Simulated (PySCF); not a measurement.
Excitations are Tamm–Dancoff values on a coarser integration grid. The basis has no diffuse functions, so Rydberg states are missing or too high.

# C$_{3}$H$_{9}$In, SMILES `[CH3][In]([CH3])[CH3]` (charge 0, multiplicity 1)

Computed with PBE-D3(BJ)/def2-TZVP // PBE0-D4/def2-TZVP (PySCF).

The HOMO is -5.85 eV, the dipole moment is 0.01 D and the HOMO–LUMO gap comes out as 4.27 eV. The LUMO comes out as -1.58 eV and the S1 excitation (TDA) is 4.35 eV. The S1 oscillator strength comes out as 0.000 and the brightest of the four lowest singlets (TDA) is 5.75 eV. The T1 excitation (TDA) is 4.13 eV and the S1–T1 gap (TDA) is 0.22 eV. The total energy is -309.7261 Ha and the cost is about 9 core-minutes (a rough figure).

```xyz
13

C     -1.0011    -1.9337     0.1028
In    -0.0167    -0.0104     0.0040
C      2.1452     0.0991     0.0178
C     -1.1589     1.8234    -0.1177
H     -0.5996    -2.5246     0.9291
H     -2.0793    -1.8324     0.2312
H     -0.8130    -2.4908    -0.8189
H      2.4849     0.7638     0.8155
H      2.6003    -0.8817     0.1594
H      2.5021     0.5153    -0.9278
H     -0.8444     2.4082    -0.9852
H     -0.9768     2.4337     0.7706
H     -2.2294     1.6300    -0.1930
```
Charge 0, spin multiplicity 1.
